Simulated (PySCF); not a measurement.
**Fractional electron number in Ca+ (calcium, charge +1)**

The 4s alpha orbital of [Ar] 4s1 is emptied in steps (occupation f), with all orbitals relaxed, ending at [Ar]. All numbers are calculated (PySCF 2.14, no relativity, point nucleus, in def2-SVP (5s3p2d, 24 functions)). The exact energy is a straight line in f; departures are measured from the line between the end points of the same method.

```json
{"f": "1", "UHF (eV)": "0.000", "LDA (eV)": "0.000", "PBE (eV)": "0.000", "PBE0 (eV)": "0.000", "r2SCAN (eV)": "0.000", "LC-wPBE (eV)": "0.000", "BHandHLYP (eV)": "0.000", "TPSS (eV)": "0.000", "r2SCAN0 (eV)": "0.000"}
{"f": "0.75", "UHF (eV)": "0.003", "LDA (eV)": "-0.458", "PBE (eV)": "-0.477", "PBE0 (eV)": "-0.350", "r2SCAN (eV)": "-0.396", "LC-wPBE (eV)": "0.007", "BHandHLYP (eV)": "-0.256", "TPSS (eV)": "-0.451", "r2SCAN0 (eV)": "-0.298"}
{"f": "0.5", "UHF (eV)": "0.004", "LDA (eV)": "-0.592", "PBE (eV)": "-0.632", "PBE0 (eV)": "-0.463", "r2SCAN (eV)": "-0.494", "LC-wPBE (eV)": "0.005", "BHandHLYP (eV)": "-0.341", "TPSS (eV)": "-0.604", "r2SCAN0 (eV)": "-0.372"}
{"f": "0.25", "UHF (eV)": "0.003", "LDA (eV)": "-0.420", "PBE (eV)": "-0.471", "PBE0 (eV)": "-0.344", "r2SCAN (eV)": "-0.329", "LC-wPBE (eV)": "-0.002", "BHandHLYP (eV)": "-0.255", "TPSS (eV)": "-0.465", "r2SCAN0 (eV)": "-0.247"}
{"f": "0", "UHF (eV)": "0.000", "LDA (eV)": "0.000", "PBE (eV)": "0.000", "PBE0 (eV)": "0.000", "r2SCAN (eV)": "0.000", "LC-wPBE (eV)": "0.000", "BHandHLYP (eV)": "0.000", "TPSS (eV)": "0.000", "r2SCAN0 (eV)": "0.000"}
```

For r2SCAN, how does the orbital energy at f = 1 compare with the removal energy?

−ε = 9.406 eV against a total-energy difference of 11.616 eV. By Janak's theorem ε = ∂E/∂f, so the gap between them reflects the curvature. Along the path −ε is 10.650 (f = 0.75), 11.784 (f = 0.5), 12.731 (f = 0.25) eV.

| method | E(f=0) − E(f=1) (eV) | −ε at f=1 (eV) | −ε at f=0.5 (eV) |
| --- | --- | --- | --- |
| UHF | 11.262 | 11.277 | 11.261 |
| LDA | 12.016 | 9.520 | 12.111 |
| PBE | 11.913 | 9.358 | 11.926 |
| PBE0 | 11.808 | 9.931 | 11.820 |
| r2SCAN | 11.616 | 9.406 | 11.784 |
| LC-wPBE | 11.626 | 11.666 | 11.601 |
| BHandHLYP | 11.807 | 10.436 | 11.810 |
| TPSS | 11.655 | 9.236 | 11.626 |
| r2SCAN0 | 11.645 | 9.978 | 11.774 |

As f goes to zero the orbital energy of a semilocal functional can turn back, because the density of that orbital vanishes from the exchange-correlation potential.

Reference removal energy between the ground levels: 11.872 eV (measured; NIST Atomic Spectra Database, ionization energies). UHF lacks correlation.
